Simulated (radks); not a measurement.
Results of a calculation; reference values are marked as such.
Nb III, 39 electrons, occupied as [Ar] 3d10 4p6 4d5 (not the ground configuration). Level of theory: scalar-relativistic Kohn-Sham, LDA (Slater exchange, Perdew-Wang correlation), spin-polarised, spherical densities, point nucleus; open shells are filled with parallel spins first (spin-orbit coupling, left out, can overturn this in heavy ions) (a radial shooting solver on a logarithmic mesh with Libxc functionals). Some entries of the table are withheld. Estimate them.

orbital,occ.,eigenvalue (eV),<r> (bohr)
1s up,1,-18809.23,0.03613
1s down,1,-18809.23,0.03613
2s up,1,-2653.847,0.1582
2s down,1,-2653.254,0.1582
2p up,3,-2374.331,0.1378
2p down,3,-2373.870,0.1378
3s up,1,-463.6881,0.4439
3s down,1,-463.2455,0.4438
3p up,3,-372.3096,0.4462
3p down,3,-371.8261,0.4459
3d up,5,-222.4061,0.4327
3d down,5,-221.7553,0.4322
4p up,3,-57.3921,(1)
4p down,3,-54.0275,(2)
4d up,5,-23.0951,1.719
4d down,0,-19.7503,1.765

Answer. 
(1) 4p up <r> (bohr): 1.262
(2) 4p down <r> (bohr): 1.257
